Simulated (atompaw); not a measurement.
## Building the PAW (atompaw) potential for Cs (PBE, scalar-relativistic).

atompaw 4.2.0.5 input, output lines left out:

```
Cs 55
GGA-PBE scalarrelativistic loggrid 2001 logderivrange -4 5 226
6 6 5 0 0 0
6 0 0.5
6 1 0
5 2 0.5
0 0 0
c
c
c
c
v
v
c
c
c
v
v
c
c
v
2
3.00 2.25 2.05 2.95
n
n
y
3.95
n
custom rrkj gramschmidtortho besselshape
bessel
2.55
3.00
2.60
3.00
3.00
3.00
```

All-electron outer shells of the reference configuration (PBE, scalar-relativistic, ld1.x):

| shell | level (eV) | outermost node (bohr) | outermost maximum (bohr) |
| --- | --- | --- | --- |
| 4p | -160.87 | 0.36 | 0.67 |
| 4d | -74.31 | 0.33 | 0.72 |
| 5s | -26.77 | 0.82 | 1.54 |
| 5p | -13.57 | 0.89 | 1.79 |
| 6s | -2.14 | 2.11 | 4.74 |
| 6p | -0.83 | 2.61 | 6.89 |
| 5d | -0.47 | 1.06 | 3.51 |

(1) Estimate the cutoffs (Ry, on a coarse ladder) from which the occupation-weighted sum of valence levels, in a spherical-Bessel basis at the reference potential, stays within 10 and 1 mRy of its value at 400 Ry.

(2) What does a ghost test show?

(3) Is the overlap operator S = 1 + Σ q|β⟩⟨β| positive definite (Bessel basis up to 400 Ry)?

Results:

(1) 10 Ry and 18 Ry.

(2) No extra level below or beside the all-electron valence levels (s, p, d, f tested).

(3) Yes: its lowest eigenvalue is 0.09 (s channel).
